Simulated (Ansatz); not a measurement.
Species: sum formula MnOH, charge 0, multiplicity 7. The spin state was set by rule; other spins were not relaxed. SMILES: [OH][Mn]
Structure (B3LYP-D3(BJ)/def2-TZVP (Ansatz, a quantum-chemistry and plane-wave program) minimum search):
```xyz
3

Mn    -0.2885    -0.3341    -0.2592
O      0.7192     0.9128     0.6544
H      1.4593     1.0510     1.2455
```
Charge 0, spin multiplicity 7.

Task: Give the harmonic wavenumbers at B3LYP-D3(BJ)/def2-TZVP (Ansatz, finite differences of forces, unscaled).

Result: 245, 655, 3890 cm⁻¹. Zero-point energy 6.8 kcal/mol.

Task: From these and the geometry, give the ideal-gas thermochemistry at 298.15 K and 1 atm (rigid rotor, harmonic oscillator).

Result: Point group Cs, rotational symmetry number 1. Rotational constants 1946, 10.73, 10.67 GHz. S(trans) 38.74, S(rot) 17.92, S(vib) 2.13, S(elec, spin only) 3.87, S 62.6 cal/(mol K). H(298) - H(0) 2.76 kcal/mol; G - E(el) -9.1 kcal/mol.
